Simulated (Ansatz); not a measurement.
A geometry relaxed with r2SCAN-D4/def2-TZVP (Ansatz, a first-principles code), charge 0, multiplicity 1:

```xyz
8

N      1.3630    -0.5562     0.3675
N     -0.5243     0.2101    -0.7660
H      1.1997     1.3437    -0.5228
C      0.7629     0.3742    -0.2557
H      2.3123    -0.2645     0.6010
H     -1.2664    -0.3898     1.0734
H     -2.4285    -0.3970    -0.4010
C     -1.4362    -0.2082     0.0063
```

Task: Write the SMILES of this molecule.

Result: `[H]/N=C/N=C`
